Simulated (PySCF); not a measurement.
# Ar²⁺ (argon, charge +2) across methods

[Ne] 3s2 3p4, high-spin 3P determinant. Computed with PySCF 2.14 in dyall-acv3z (19s12p6d4f, 113 functions), with the spin-free X2C one-electron Hamiltonian (Gaussian nucleus).

```
method  E (hartree)  mean ε 3s β (eV)  mean ε 3p α (eV)  mean ε 3p β (eV)  Σ⟨r²⟩ (bohr²)   ⟨S²⟩
   LDA    -526.1420           -48.966           -36.452           -34.106          15.60  2.002
   UHF   -527.12938           -55.968           -43.568           -40.438          15.65  2.010
  PBE0    -527.6230           -50.928           -38.488           -36.009          15.55  2.004
 HSE06    -527.6438           -50.531           -38.059           -35.597          15.55  2.004
   PBE    -527.5858           -48.761           -36.468           -34.152          15.57  2.003
revPBE    -527.7032           -48.691           -36.458           -34.146          15.56  2.003
PBEsol    -526.8361           -48.698           -36.395           -34.026          15.58  2.003
```

(1) Estimate the same row for r2SCAN.

Answers

(1) E (hartree) = -527.7463; mean ε 3s β (eV) = -49.023; mean ε 3p α (eV) = -37.157; mean ε 3p β (eV) = -34.598; Σ⟨r²⟩ (bohr²) = 15.55; ⟨S²⟩ = 2.006.
